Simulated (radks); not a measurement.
Q: Radial electron density D(r) = 4 pi r^2 rho(r) of an atom or ion with 47 electrons. Calculated with a radial shooting solver on a logarithmic mesh with Libxc functionals: Dirac Kohn-Sham, PBE, spin-unpolarised, spherical densities, point nucleus.

r (bohr)  D(r) (e/bohr)
0.004834          20.23
0.006447          29.44
0.00853           40.30
0.01138           52.01
0.01505           61.26
0.02008           65.29
0.02678           62.49
0.03543           57.22
0.04726           58.11
0.06253           69.55
0.0834            81.63
0.1112            76.64
0.1472            60.68
0.1963            59.09
0.2618            67.75
0.3464            53.75
0.462             26.82
0.6113            20.67
0.8153            23.30
1.087             15.96
1.439             6.910
1.919             2.329
2.56             0.7232
3.387            0.1675
4.517           0.01800
5.977         0.0007379

What is the nuclear charge?

A: Z = 50. The innermost maximum, from 1s, lies near gamma/Z bohr with gamma = sqrt(1 - (Z/c)^2) = 0.931, here 0.0186 bohr (found: 0.0204), and its height grows with Z. The density is that of the tin ion Sn3+ in [Ar] 3d10 4s2 4p5.75 4d10 5s1 5p0.25; the configuration itself is not fixed sharply by these data, and Z only to a few units. D(r) has 4 maxima, at r = 0.0204, 0.0903, 0.264, 0.783 bohr, and minima at 0.0403, 0.173, 0.573 bohr, inside which lie 2.04, 11.18, 29.04 electrons.
